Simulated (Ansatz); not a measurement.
# Energy profile

The step: GaH₃O ([OH][GaH2]) + H₂ → GaH₃ + H₂O (still joined by a long Ga–O bond); bonds formed: Ga1–H6, O2–H5; bonds broken: H5–H6; bonds weakened to dative contacts: Ga1–O2 (atoms numbered as in the saddle structure below).

Ga1  (-0.239, -0.737, 0.221)
O2  (-0.413, 1.057, -0.569)
H3  (-0.664, -1.838, -0.789)
H4  (-0.337, -0.694, 1.777)
H5  (0.810, 0.601, -0.462)
H6  (1.431, -0.146, -0.243)
H7  (-0.589, 1.758, 0.065)
(Å)

Electronic energies by CCSD(T) at an estimated basis limit (MP2 extrapolated from triple and quadruple zeta, plus CCSD(T) − MP2 in triple zeta), on PBE0-D4/def2-TZVP structures; GaH$_{5}$O, singlet; no counterpoise correction. Program: Ansatz 0.2.0. Basis: def2-TZVPP and def2-QZVPP. Cores are frozen in the correlated methods. Filled d shells of the heavier atoms are correlated. The def2 sets are not built for correlating such inner shells, so the correlated values are less sure here. Extrapolation: Hartree–Fock as exp(−7.88 √X), correlation as X^−2.97.

Question: Give the profile in eV, counted from the separated reactants. (An estimate is asked for; the value comes from the calculation.)

Answer: The calculation gives:
```tsv
point	eV
separated: GaH$_{3}$O (linked as [OH][GaH2]; Ga1, O2, H3, H4, H7; singlet) + H$_{2}$ (H5, H6; singlet)	0.000
start structure	-0.051
saddle	1.001
end structure	-0.071
separated: GaH$_{3}$ (Ga1, H3, H4, H6; singlet) + H$_{2}$O (O2, H5, H7; singlet)	0.555
```

No T1 diagnostic of these runs exceeds 0.016.

For scale, one of the runs: CCSD(T)/def2-TZVPP, 149 basis functions, launched by `ansatz run in.yaml --threads 2 --pin off --events-out ev --progress --plain --max-ram 4352MiB`. Hardware: 2 CPU threads, shared host. Wall time 25 s; peak host memory 0.98 GiB.
